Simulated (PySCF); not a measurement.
Stretching CsH

Set-up: basis Cs def2-SVP with ECP46, H def2-SVP; scalar-relativistic core potentials; PySCF 2.14. Energies in eV from Cs + H in their ground configurations at the same level. State: ¹Σ⁺ (singlet), closed shell.

All columns are PBE0. A positive dipole means Cs(−)H(+).

| R (Å) | E (eV) | μ (D) | Mulliken charge on Cs (basis-dependent) | HOMO (eV) | LUMO (eV) | Mayer bond order | ⟨S²⟩ |
| --- | --- | --- | --- | --- | --- | --- | --- |
| 2.217 | -1.327 | -6.57 | 0.35 | -3.95 | -0.83 | 0.86 | 0.00 |
| 2.320 | -1.461 | -7.06 | 0.35 | -3.94 | -0.89 | 0.86 | 0.00 |
| 2.423 | -1.539 | -7.52 | 0.35 | -3.91 | -0.94 | 0.86 | 0.00 |
| 2.501 | -1.568 | -7.85 | 0.36 | -3.89 | -0.98 | 0.87 | 0.00 |
| 2.578 | -1.577 | -8.18 | 0.36 | -3.86 | -1.02 | 0.87 | 0.00 |
| 2.655 | -1.569 | -8.49 | 0.36 | -3.83 | -1.06 | 0.87 | 0.00 |
| 2.759 | -1.537 | -8.90 | 0.36 | -3.79 | -1.11 | 0.87 | 0.00 |
| 2.887 | -1.473 | -9.38 | 0.35 | -3.73 | -1.18 | 0.87 | 0.00 |
| 3.042 | -1.371 | -9.94 | 0.35 | -3.67 | -1.26 | 0.88 | 0.00 |
| 3.248 | -1.210 | -10.63 | 0.35 | -3.58 | -1.36 | 0.88 | 0.00 |

A fit through these points gives, at Re = 2.577 Å, μ = -8.17 D and dμ/dR = -4.13 D/Å; the reduced mass is 1.0 u.

Task: How strong is the fundamental in the double-harmonic approximation, I = 42.26·(dμ/dR)²/μred km/mol?

Result: I = 42.26·(-4.13)²/1.0 = 721 km/mol at PBE0.

Spin–orbit coupling is left out.
